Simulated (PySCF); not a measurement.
## Correlation energy of Se (selenium, neutral)

[Ar] 3d10 4s2 4p4, high-spin 3P determinant. All numbers are calculated (PySCF 2.14, the spin-free X2C one-electron Hamiltonian (Gaussian nucleus), in aug-cc-pVTZ-DK (7s6p4d2f, 59 functions)). Frozen: [Ar] 3d10; 6 electrons correlated.

MP2 pair energies summed by pair of shells (mhartree):

| pair | energy | share (%) |
| --- | --- | --- |
| 4s-4p | -46.81 | 46.4 |
| 4p-4p | -45.44 | 45.0 |
| 4s-4s | -8.66 | 8.6 |

Total MP2 correlation energy: -100.91 mhartree.

Same-spin part -23.07 and opposite-spin part -77.83 mhartree; SCS-MP2 scales them by 1/3 and 6/5 to -101.09 mhartree.
